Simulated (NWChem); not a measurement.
All runs are NWChem calculations. System: C4H7F, charge 0, spin multiplicity 1, displaced from the optimised geometry. The structure started from a generated list of species.

Job file:

```
start mol
memory heap 200 mb stack 800 mb global 1000 mb
geometry units angstroms nocenter noautoz
  C     -1.427811     0.770095     0.000000
  C     -0.149614    -0.065751     0.000000
  F     -0.434379    -1.432032     0.000000
  C      1.095807     0.337973     0.771864
  C      1.095807     0.337973    -0.771864
  H     -2.044697     0.542620     0.910155
  H     -1.187806     1.864855     0.000000
  H     -2.044697     0.542620    -0.910155
  H      1.651855    -0.484509     1.278882
  H      1.098885     1.312738     1.314072
  H      1.651855    -0.484509    -1.278882
  H      1.098885     1.312738    -1.314072
  symmetry group Cs
end
basis spherical
  * library def2-svp
end
dft
  xc becke88 perdew86
  semidirect memsize 60000000 filesize 0
  iterations 100
  convergence nodiis damp 40
end
task dft gradient
```

The output up to the point where the run's verdict is printed (cleaned and shortened):

```
             Northwest Computational Chemistry Package (NWChem) 7.3.0
             --------------------------------------------------------

                                NWChem Input Module
                                -------------------

 Scaling coordinates for geometry "geometry" by  1.889725989
 (inverse scale =  0.529177249)

 Turning off AUTOSYM since
 SYMMETRY directive was detected!

                             Geometry "geometry" -> ""
                             -------------------------

 Output coordinates in angstroms (scale by  1.889725989 to convert to a.u.)

  No.       Tag          Charge          X              Y              Z
 ---- ---------------- ---------- -------------- -------------- --------------
    1 C                    6.0000    -1.42781100     0.77009500     0.00000000
    2 C                    6.0000    -0.14961400    -0.06575100     0.00000000
    3 F                    9.0000    -0.43437900    -1.43203200     0.00000000
    4 C                    6.0000     1.09580700     0.33797300     0.77186400
    5 C                    6.0000     1.09580700     0.33797300    -0.77186400
    6 H                    1.0000    -2.04469700     0.54262000     0.91015500
    7 H                    1.0000    -1.18780600     1.86485500     0.00000000
    8 H                    1.0000    -2.04469700     0.54262000    -0.91015500
    9 H                    1.0000     1.65185500    -0.48450900     1.27888200
   10 H                    1.0000     1.09888500     1.31273800     1.31407200
   11 H                    1.0000     1.65185500    -0.48450900    -1.27888200
   12 H                    1.0000     1.09888500     1.31273800    -1.31407200

 Effective nuclear repulsion energy (a.u.)     180.3100966933

            Nuclear Dipole moment (a.u.)
            ----------------------------
        X                 Y               Z
 ---------------- ---------------- ----------------
     0.0000056692     0.0000094486     0.0000000000

      Symmetry information
      --------------------

 Group name             Cs
 Group number              2
 Group order               2
[...]
 Grid integrated density:      40.000051991007
 Requested integration accuracy:   0.10E-05
 d= 0,ls=0.0         70   -198.7012726464 -8.58D+01  2.92D-01              32.5
 d= 0,ls=0.0         71   -112.9341607111  8.58D+01  2.92D-01              32.9
 Grid integrated density:      40.000051991007
 Requested integration accuracy:   0.10E-05
 d= 0,ls=0.0         72   -198.7012726464 -8.58D+01  2.92D-01              33.4
 d= 0,ls=0.0         73   -112.9341607111  8.58D+01  2.92D-01              34.0
 Grid integrated density:      40.000051991007
 Requested integration accuracy:   0.10E-05
 d= 0,ls=0.0         74   -198.7012726464 -8.58D+01  2.92D-01              34.5
 d= 0,ls=0.0         75   -112.9341607111  8.58D+01  2.92D-01              35.0
 Grid integrated density:      40.000051991007
 Requested integration accuracy:   0.10E-05
 d= 0,ls=0.0         76   -198.7012726464 -8.58D+01  2.92D-01              35.4
 d= 0,ls=0.0         77   -112.9341607111  8.58D+01  2.92D-01              35.8
 Grid integrated density:      40.000051991007
 Requested integration accuracy:   0.10E-05
 d= 0,ls=0.0         78   -198.7012726464 -8.58D+01  2.92D-01              36.3
 d= 0,ls=0.0         79   -112.9341607111  8.58D+01  2.92D-01              36.7
 Grid integrated density:      40.000051991007
 Requested integration accuracy:   0.10E-05
 d= 0,ls=0.0         80   -198.7012726464 -8.58D+01  2.92D-01              37.2
 d= 0,ls=0.0         81   -112.9341607111  8.58D+01  2.92D-01              37.7
 Grid integrated density:      40.000051991007
 Requested integration accuracy:   0.10E-05
 d= 0,ls=0.0         82   -198.7012726464 -8.58D+01  2.92D-01              38.2
 d= 0,ls=0.0         83   -112.9341607111  8.58D+01  2.92D-01              38.7
 Grid integrated density:      40.000051991007
 Requested integration accuracy:   0.10E-05
 d= 0,ls=0.0         84   -198.7012726464 -8.58D+01  2.92D-01              39.1
 d= 0,ls=0.0         85   -112.9341607111  8.58D+01  2.92D-01              39.6
 Grid integrated density:      40.000051991007
 Requested integration accuracy:   0.10E-05
 d= 0,ls=0.0         86   -198.7012726464 -8.58D+01  2.92D-01              40.0
 d= 0,ls=0.0         87   -112.9341607111  8.58D+01  2.92D-01              40.5
 Grid integrated density:      40.000051991007
 Requested integration accuracy:   0.10E-05
 d= 0,ls=0.0         88   -198.7012726464 -8.58D+01  2.92D-01              41.0
 d= 0,ls=0.0         89   -112.9341607111  8.58D+01  2.92D-01              41.6
 Grid integrated density:      40.000051991007
 Requested integration accuracy:   0.10E-05
 d= 0,ls=0.0         90   -198.7012726464 -8.58D+01  2.92D-01              42.1
 d= 0,ls=0.0         91   -112.9341607111  8.58D+01  2.92D-01              42.6
 Grid integrated density:      40.000051991007
 Requested integration accuracy:   0.10E-05
 d= 0,ls=0.0         92   -198.7012726464 -8.58D+01  2.92D-01              43.1
 d= 0,ls=0.0         93   -112.9341607111  8.58D+01  2.92D-01              43.4
 Grid integrated density:      40.000051991007
 Requested integration accuracy:   0.10E-05
 d= 0,ls=0.0         94   -198.7012726464 -8.58D+01  2.92D-01              43.9
 d= 0,ls=0.0         95   -112.9341607111  8.58D+01  2.92D-01              44.4
 Grid integrated density:      40.000051991007
 Requested integration accuracy:   0.10E-05
 d= 0,ls=0.0         96   -198.7012726464 -8.58D+01  2.92D-01              44.8
 d= 0,ls=0.0         97   -112.9341607111  8.58D+01  2.92D-01              45.3
 Grid integrated density:      40.000051991007
 Requested integration accuracy:   0.10E-05
 d= 0,ls=0.0         98   -198.7012726464 -8.58D+01  2.92D-01              45.8
 d= 0,ls=0.0         99   -112.9341607111  8.58D+01  2.92D-01              46.2
 Grid integrated density:      40.000051991007
 Requested integration accuracy:   0.10E-05
 d= 0,ls=0.0        100   -198.7012726464 -8.58D+01  2.92D-01              46.8
```

Convergence was not reached. The next line reads: Calculation failed to converge. NWChem stopped with the message: dft gradient failed.
